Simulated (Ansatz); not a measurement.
C4H5 (SMILES [C]1=CCC1), doublet, geometry from GFN2-xTB; Ansatz (a program for electronic structure) with SVWN5/def2-SVP.

Ansatz was given this input:
Ansatz 0.2 input:
```yaml
crystal:
  periodic: [false, false, false]
  atoms:
    - {symbol: C, position_ang: [-0.02205061, -0.68473402, 0.84115130]}
    - {symbol: C, position_ang: [-0.00826608, 0.63490979, 0.88350398]}
    - {symbol: C, position_ang: [0.00201276, -0.84177276, -0.65304234]}
    - {symbol: C, position_ang: [0.01874293, 0.70825289, -0.63453241]}
    - {symbol: H, position_ang: [-0.01290424, 1.39550575, 1.63691836]}
    - {symbol: H, position_ang: [-0.88690102, -1.29361008, -1.08611356]}
    - {symbol: H, position_ang: [0.89519009, -1.31321238, -1.05535354]}
    - {symbol: H, position_ang: [0.92842902, 1.14581919, -1.04347686]}
    - {symbol: H, position_ang: [-0.86644785, 1.16556213, -1.07445758]}
basis:
  gaussian:
    orbitals: def2-SVP
hamiltonian:
  xc: {name: SVWN5}
magnetization: {spin_polarized: true, initial_magnetization: 1}
```

Task: Predict the main parts of the log of this Ansatz run.

Result: 
```
Functional definition: SVWN5
922 factors; their error is unknown
mean field evaluation 1: about -4173.5572 eV, gradient 4.1e1 eV
mean field evaluation 2: about -4159.2255 eV, gradient 6.7e1 eV
mean field evaluation 4: about -4182.5688 eV, gradient 6.8e0 eV
mean field evaluation 8: about -4182.7449 eV, gradient 2.8e-1 eV
mean field evaluation 16: about -4182.7453 eV, gradient 1.8e-5 eV
mean field -4182.74525252 eV, -153.7130528636 hartree, gradient 1.8e-5 eV, S^2 0.755778; 0 other end points of the search recorded, 0 dependent functions left out
reference -4182.74527753 eV, -153.7130537826 hartree; 15, 14 occupied and 66, 67 virtual orbitals, 922 factors
Total energy: -4182.74527753 eV, -153.7130537826 hartree
```
